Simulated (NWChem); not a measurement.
Basis-set convergence for HGeI

```xyz
3

Ge    -1.0690     1.1774     0.0000
H      0.0699     2.3098     0.0000
I      0.6441    -0.7544     0.0000
```
Charge 0, spin multiplicity 1.

Everything below was run with NWChem. Structure: optimised with B3LYP/def2-SVP with def2 effective core potentials on I, a minimum by its harmonic frequencies.

Quantity: LUMO energy at the level PBE0.

Effective core potentials replace the inner electrons of I; spin-orbit coupling is left out. The structure started from a generated list of species.

Relative cost: rough, from shared machines, SCF included, def2-SVP = 1.

In def2-QZVP the value is -3.27 eV. Among def2-SVP, def2-SVPD, def2-TZVP, def2-TZVPP, def2-TZVPD, which is the smallest basis within 0.1 eV of it?

def2-SVP, with 63 functions against 187 and about 5 % of the time (also within reach: def2-SVPD, def2-TZVP, def2-TZVPP, def2-TZVPD). def2-QZVP isn't the basis-set limit itself, and a small set can land close by cancellation.

| basis | functions | LUMO energy (eV) | relative cost |
|---|---|---|---|
| def2-SVP | 63 | -3.26 | 1 |
| def2-SVPD | 81 | -3.30 | under 3 |
| def2-TZVP | 104 | -3.24 | 3 |
| def2-TZVPP | 112 | -3.24 | 4 |
| def2-TZVPD | 122 | -3.26 | 4 |
| def2-QZVP | 187 | -3.27 | 20 |
